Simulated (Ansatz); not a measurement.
`C/C=C(\F)[SiH3]` + `COCO` → `OCO[SiH3]` + `C/C=C(/C)F`  (formal exchange of groups at the Si–C bond)

Computed with Ansatz on PBE0-D4/def2-TZVP structures; ΔE is electronic, products minus reactants. CCSD(T)/CBS adds triple-zeta CCSD(T) − MP2 to the extrapolated MP2 energy (def2 sets, frozen cores). This one scheme is used for every species. Double bonds are as drawn, so ΔE can hold a change between cis and trans. DFT in def2-TZVPP. Each species was taken in one conformer, which may not be the lowest.

CCSD(T)/CBS gives -1.49 eV.

Task: Another level gave -1.56 eV. Which?
A. PBE/def2-TZVPP
B. B2PLYP/def2-TZVPP
C. PBE0/def2-TZVPP
D. MP2/def2-TZVPP

Result: D. MP2/def2-TZVPP -1.56, PBE0 -1.44, PBE -1.36, B2PLYP -1.50 eV.

Largest T1 diagnostic among the species: 0.012.

In def2-TZVPP, CCSD(T) changes the Hartree–Fock value by +0.12 eV (the triples alone add +0.03 eV) and MP2 by +0.04 eV. From PBE to PBE0 (25 % exact exchange), in def2-TZVPP and without D4, ΔE moves by −0.08 eV.
